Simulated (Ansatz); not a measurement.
C2H7BOS (`CCB(O)S`). Total charge 0; spin multiplicity 1. Geometry: relaxed with PBE0-D4/def2-TZVP. It is one conformer, not always the lowest.

```xyz
12

C     1.122    1.010   -0.649
C    -0.147    0.167   -0.648
B    -0.447   -0.583    0.698
O     0.410   -0.446    1.743
S    -1.921   -1.644    0.917
H     1.084    1.784    0.120
H     1.274    1.504   -1.613
H     2.004    0.399   -0.444
H    -1.017    0.789   -0.894
H    -0.109   -0.579   -1.452
H     0.168   -0.931    2.536
H    -2.422   -1.469   -0.315
```

What is the dipole moment at r2SCAN/def2-TZVPP? (Estimate.)

Ansatz gave: 0.26 D, with components (-0.17, -0.03, -0.19) D in this frame, pointing from negative to positive charge.

And with PBE, B3LYP, ωB97M-V? (An estimate is asked.)

The calculation gave: PBE 0.23 D, B3LYP 0.30 D, ωB97M-V 0.28 D.

Give the Mulliken charges with r2SCAN, PBE, ωB97M-V in def2-TZVPP. (Estimate.)

Computed: 
```csv
atom,r2SCAN,PBE,ωB97M-V
C1,-0.12,-0.24,-0.31
C2,-0.15,-0.23,-0.24
B3,0.27,0.22,0.21
O4,-0.30,-0.23,-0.26
S5,-0.22,-0.24,-0.21
H6,0.05,0.09,0.11
H7,0.04,0.08,0.10
H8,0.05,0.09,0.11
H9,0.04,0.08,0.10
H10,0.04,0.09,0.10
H11,0.20,0.19,0.17
H12,0.10,0.11,0.11
```

B3LYP here is the variant with VWN-RPA as its local correlation; programs differ in this.
